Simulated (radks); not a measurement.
The numbers below are computed, except where a source is named.
Isoelectronic series with 4 electrons, all held in the configuration [He] 2s2, which need not be the ground one along the series. Code: a radial shooting solver on a logarithmic mesh with Libxc functionals. Model: Dirac Kohn-Sham, LDA (Slater exchange, Perdew-Wang correlation), spin-unpolarised, spherical densities, finite nucleus; Fermi nuclear charge, rms radius of each element as measured or else 0.836 A^(1/3) + 0.57 fm. Total energies (hartree) and orbital eigenvalues (eV):

[
 {"ion": "Be", "E (hartree)": "-14.44930", "2s1/2": "-5.6001", "1s1/2": "-104.9456"},
 {"ion": "B+", "E (hartree)": "-24.04481", "2s1/2": "-19.4106", "1s1/2": "-191.7238"},
 {"ion": "C2+", "E (hartree)": "-36.14543", "2s1/2": "-40.1692", "1s1/2": "-305.9625"},
 {"ion": "N3+", "E (hartree)": "-50.75180", "2s1/2": "-67.7931", "1s1/2": "-447.5450"},
 {"ion": "O4+", "E (hartree)": "-67.86615", "2s1/2": "-102.2604", "1s1/2": "-616.4514"},
 {"ion": "F5+", "E (hartree)": "-87.49147", "2s1/2": "-143.5677", "1s1/2": "-812.6924"},
 {"ion": "Ne6+", "E (hartree)": "-109.63122", "2s1/2": "-191.7189", "1s1/2": "-1036.293"},
 {"ion": "Mg8+", "E (hartree)": "-161.47012", "2s1/2": "-308.5885", "1s1/2": "-1565.710"},
 {"ion": "Al9+", "E (hartree)": "-191.17836", "2s1/2": "-377.3305", "1s1/2": "-1871.611"},
 {"ion": "Si10+", "E (hartree)": "-223.41925", "2s1/2": "-452.9629", "1s1/2": "-2205.040"}
]
